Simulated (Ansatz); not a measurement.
Ansatz (a program for electronic structure) input (B3LYP-D3(BJ)/def2-TZVP):

Ansatz 0.2 input:
```yaml
crystal:
  periodic: [false, false, false]
  atoms:
    - {symbol: Be, position_ang: [0.00000000, 0.00000000, 0.00000000]}
    - {symbol: Cl, position_ang: [-0.00000000, -0.00000000, -1.80410498]}
    - {symbol: Cl, position_ang: [0.00000000, 0.00000000, 1.80410498]}
basis:
  gaussian:
    orbitals: def2-TZVP
hamiltonian:
  xc: b3lyp
  dispersion: d3bj
phonons: {temperatures: {t_min: 298.15, t_max: 298.15, t_step: 100}}
```

Output:

```
Functional definition: B3LYP
integrals: 0.02 GiB planned
667 factors; their error is unknown
mean field: 0.23 GiB planned
mean field evaluation 1: about -25451.4339 eV, gradient 1.9e1 eV
mean field evaluation 2: about -25451.3123 eV, gradient 2.2e1 eV
mean field evaluation 4: about -25452.2587 eV, gradient 7.4e-1 eV
mean field evaluation 8: about -25452.3194 eV, gradient 3.9e-4 eV
mean field -25452.31936577 eV, -935.3554844904 hartree, gradient 7.5e-6 eV, S^2 0.000000; 0 other end points of the search recorded, 0 dependent functions left out
the calculation of the forces begins
reference -25452.31958385 eV, -935.3554925045 hartree; 19, 19 occupied and 74, 74 virtual orbitals, 667 factors
these checks for a lower state are left out or cut short: stability, starts, cluster_reference, orbital_swaps, neighbouring_geometries, increment
integrals: 0.02 GiB planned
667 factors; their error is unknown
mean field: 0.23 GiB planned
mean field evaluation 16: about -25452.3194 eV, gradient 1.8e-5 eV
mean field -25452.31936053 eV, -935.3554842979 hartree, gradient 2.6e-6 eV, S^2 0.000000; 0 other end points of the search recorded, 0 dependent functions left out
the calculation of the forces begins
reference -25452.31957861 eV, -935.3554923119 hartree; 19, 19 occupied and 74, 74 virtual orbitals, 667 factors
these checks for a lower state are left out or cut short: stability, starts, cluster_reference, orbital_swaps, neighbouring_geometries, increment
integrals: 0.02 GiB planned
667 factors; their error is unknown
mean field: 0.23 GiB planned
mean field -25452.31936053 eV, -935.3554842979 hartree, gradient 2.6e-6 eV, S^2 0.000000; 0 other end points of the search recorded, 0 dependent functions left out
the calculation of the forces begins
reference -25452.31957861 eV, -935.3554923119 hartree; 19, 19 occupied and 74, 74 virtual orbitals, 667 factors
these checks for a lower state are left out or cut short: stability, starts, cluster_reference, orbital_swaps, neighbouring_geometries, increment
integrals: 0.02 GiB planned
667 factors; their error is unknown
mean field: 0.23 GiB planned
mean field evaluation 32: about -25452.3194 eV, gradient 2.6e-6 eV
mean field -25452.31936053 eV, -935.3554842979 hartree, gradient 2.6e-6 eV, S^2 0.000000; 0 other end points of the search recorded, 0 dependent functions left out
the calculation of the forces begins
reference -25452.31957861 eV, -935.3554923119 hartree; 19, 19 occupied and 74, 74 virtual orbitals, 667 factors
these checks for a lower state are left out or cut short: stability, starts, cluster_reference, orbital_swaps, neighbouring_geometries, increment
integrals: 0.02 GiB planned
667 factors; their error is unknown
mean field: 0.23 GiB planned
mean field -25452.31936053 eV, -935.3554842979 hartree, gradient 2.6e-6 eV, S^2 0.000000; 0 other end points of the search recorded, 0 dependent functions left out
the calculation of the forces begins
reference -25452.31957861 eV, -935.3554923119 hartree; 19, 19 occupied and 74, 74 virtual orbitals, 667 factors
these checks for a lower state are left out or cut short: stability, starts, cluster_reference, orbital_swaps, neighbouring_geometries, increment
integrals: 0.02 GiB planned
667 factors; their error is unknown
mean field: 0.23 GiB planned
mean field -25452.31924956 eV, -935.3554802199 hartree, gradient 1.8e-6 eV, S^2 0.000000; 0 other end points of the search recorded, 0 dependent functions left out
the calculation of the forces begins
reference -25452.31946764 eV, -935.3554882340 hartree; 19, 19 occupied and 74, 74 virtual orbitals, 667 factors
these checks for a lower state are left out or cut short: stability, starts, cluster_reference, orbital_swaps, neighbouring_geometries, increment
integrals: 0.02 GiB planned
667 factors; their error is unknown
mean field: 0.23 GiB planned
mean field -25452.31924957 eV, -935.3554802199 hartree, gradient 1.8e-6 eV, S^2 0.000000; 0 other end points of the search recorded, 0 dependent functions left out
the calculation of the forces begins
reference -25452.31946764 eV, -935.3554882340 hartree; 19, 19 occupied and 74, 74 virtual orbitals, 667 factors
these checks for a lower state are left out or cut short: stability, starts, cluster_reference, orbital_swaps, neighbouring_geometries, increment
integrals: 0.02 GiB planned
667 factors; their error is unknown
mean field: 0.23 GiB planned
mean field -25452.31936449 eV, -935.3554844432 hartree, gradient 1.2e-6 eV, S^2 0.000000; 0 other end points of the search recorded, 0 dependent functions left out
the calculation of the forces begins
reference -25452.31958256 eV, -935.3554924573 hartree; 19, 19 occupied and 74, 74 virtual orbitals, 667 factors
these checks for a lower state are left out or cut short: stability, starts, cluster_reference, orbital_swaps, neighbouring_geometries, increment
integrals: 0.02 GiB planned
667 factors; their error is unknown
mean field: 0.23 GiB planned
mean field evaluation 64: about -25452.3194 eV, gradient 5.5e-2 eV
mean field -25452.31936449 eV, -935.3554844432 hartree, gradient 1.2e-6 eV, S^2 0.000000; 0 other end points of the search recorded, 0 dependent functions left out
the calculation of the forces begins
reference -25452.31958256 eV, -935.3554924573 hartree; 19, 19 occupied and 74, 74 virtual orbitals, 667 factors
these checks for a lower state are left out or cut short: stability, starts, cluster_reference, orbital_swaps, neighbouring_geometries, increment
integrals: 0.02 GiB planned
667 factors; their error is unknown
mean field: 0.23 GiB planned
mean field -25452.31936449 eV, -935.3554844432 hartree, gradient 1.2e-6 eV, S^2 0.000000; 0 other end points of the search recorded, 0 dependent functions left out
the calculation of the forces begins
reference -25452.31958256 eV, -935.3554924573 hartree; 19, 19 occupied and 74, 74 virtual orbitals, 667 factors
these checks for a lower state are left out or cut short: stability, starts, cluster_reference, orbital_swaps, neighbouring_geometries, increment
integrals: 0.02 GiB planned
667 factors; their error is unknown
mean field: 0.23 GiB planned
mean field -25452.31936449 eV, -935.3554844432 hartree, gradient 1.2e-6 eV, S^2 0.000000; 0 other end points of the search recorded, 0 dependent functions left out
the calculation of the forces begins
reference -25452.31958256 eV, -935.3554924573 hartree; 19, 19 occupied and 74, 74 virtual orbitals, 667 factors
these checks for a lower state are left out or cut short: stability, starts, cluster_reference, orbital_swaps, neighbouring_geometries, increment
integrals: 0.02 GiB planned
667 factors; their error is unknown
mean field: 0.23 GiB planned
mean field -25452.31923152 eV, -935.3554795566 hartree, gradient 2.6e-6 eV, S^2 0.000000; 0 other end points of the search recorded, 0 dependent functions left out
the calculation of the forces begins
reference -25452.31944955 eV, -935.3554875693 hartree; 19, 19 occupied and 74, 74 virtual orbitals, 667 factors
these checks for a lower state are left out or cut short: stability, starts, cluster_reference, orbital_swaps, neighbouring_geometries, increment
integrals: 0.02 GiB planned
667 factors; their error is unknown
mean field: 0.24 GiB planned
mean field evaluation 96: about -25452.3194 eV, gradient 2.8e-6 eV
mean field -25452.31937931 eV, -935.3554849878 hartree, gradient 2.8e-6 eV, S^2 0.000000; 0 other end points of the search recorded, 0 dependent functions left out
the calculation of the forces begins
reference -25452.31959742 eV, -935.3554930032 hartree; 19, 19 occupied and 74, 74 virtual orbitals, 667 factors
Total energy: -25452.43438232 eV, -935.3597112707 hartree
Atom 0 at     0.000000     0.000000     0.000000 Å, force     0.000000     0.000000    -0.000000 eV/Å
Atom 1 at    -0.000000    -0.000000    -1.804105 Å, force    -0.000000    -0.000000    -0.000234 eV/Å
Atom 2 at     0.000000     0.000000     1.804105 Å, force    -0.000000    -0.000000     0.000234 eV/Å
Dipole moment:    -0.000000     0.000000     0.000000 e Å
Vibrations: 238.88 238.88 392.05 1124.68 cm⁻¹, zero-point energy 0.123643 eV
```
